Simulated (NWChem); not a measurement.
Molecule: CH3FN2Sr

```xyz
8

Sr     0.1870    -0.5524     0.0000
F     -0.4210    -2.5976     0.0000
C     -0.1977     2.2702     0.0000
N     -0.0954     1.6334    -1.1570
N     -0.0954     1.6334     1.1570
H     -0.3778     3.3665     0.0000
H     -0.2095     2.2572    -1.9480
H     -0.2095     2.2572     1.9480
```
Atoms are numbered in this order, from 1.

Structure relaxed at the PBE0/def2-SVP level. No frequency run checked for a minimum. def2 effective core potentials on Sr; no spin-orbit coupling.

Symmetry labels are those of Cs in the frame above (b1 and b2, or b-type labels, depend on it).

Task: List the 4 lowest vertical singlet excitations from B3LYP/def2-SVPD with def2 effective core potentials on Sr, TDA (NWChem).

Result: 
```
state  energy (eV)  oscillator strength  symmetry  leading excitation (squared amplitude)
-----  -----------  -------------------  --------  --------------------------------------
S1            3.97                0.001        a"                      HOMO → LUMO (0.99)
S2            5.24                0.025        a'                    HOMO−1 → LUMO (0.90)
S3            5.26                0.004        a"                    HOMO → LUMO+3 (0.88)
S4            5.31                0.071        a"                    HOMO → LUMO+1 (0.88)
```
